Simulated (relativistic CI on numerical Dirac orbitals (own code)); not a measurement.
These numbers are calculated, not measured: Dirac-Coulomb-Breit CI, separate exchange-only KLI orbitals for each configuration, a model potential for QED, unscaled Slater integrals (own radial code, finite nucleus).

The strongest absorption lines from the ground level of an ion, among the configurations computed and to levels below about 581 eV (vacuum wavelength in Å, gf): 31.622 (0.029), 33.148 (0.011), 35.090 (0.017), 36.951 (0.34), 37.049 (0.3).

Problem. Which ion is it?
A. Dy XLV
B. Yb XLIX
C. W LIII
D. Ce XXXVII

Solution. A. Dy XLV has 22 electrons and the ground level 3s2 3p6 3d4 3P_0; the strongest line goes to 3s2 3p5 3d5 3D°_1. The pattern of lines fixes the number of electrons, and along that sequence the line energies rise steadily with the charge (about as its square where n changes within one kind of shell, about linearly where n is kept but much faster in heavy ions where fine structure, which grows about as Z⁴, sets the gap, and irregularly where shells cross), which fixes Z. Configurations outside the model, such as inner-shell arrays, can give stronger lines. At this charge energies of transitions that change n are usually good to better than 1 %, and those within a shell (Δn = 0) to a few per cent.

LS names give the leading component of a level, which can be under half, so a name can repeat, a term be missing and a line seem to break the LS rules.
